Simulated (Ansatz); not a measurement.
Total energies of the cluster GeC₂⁺ (the lowest doublet isomer of a short search) from Ansatz at PBE-D4/def2-TZVP, gas phase (1 Eh = 27.2114 eV = 2625.5 kJ/mol). The reference geometry is relaxed at r2SCAN-D4/def2-TZVP.

| atom | x (Å) | y (Å) | z (Å) |
| --- | --- | --- | --- |
| Ge1 | -0.741 | -1.459 | -0.208 |
| C2 | 0.092 | 0.183 | 0.032 |
| C3 | 0.649 | 1.275 | 0.176 |

| state | geometry | energy (Eh) |
| --- | --- | --- |
| charge 1 doublet | reference | -2152.33089 |
| charge 0 singlet | reference | -2152.66696 |
| charge 1 quartet | relaxed at r2SCAN-D4/def2-TZVP | -2152.23030 |

(1) Work out the vertical electron affinity, to the singlet.

(2) Which of the charge 1 states is lowest, and how far above it are the others?

(1) E(charge 1 doublet) − E(charge 0 singlet) = -2152.33089 − (-2152.66696) = 0.33607 Eh = 9.14 eV.

(2) The doublet. quartet: -2152.23030 − (-2152.33089) = 0.10059 Eh = 264.1 kJ/mol.

The structure comes from a short search, and lower isomers may exist.
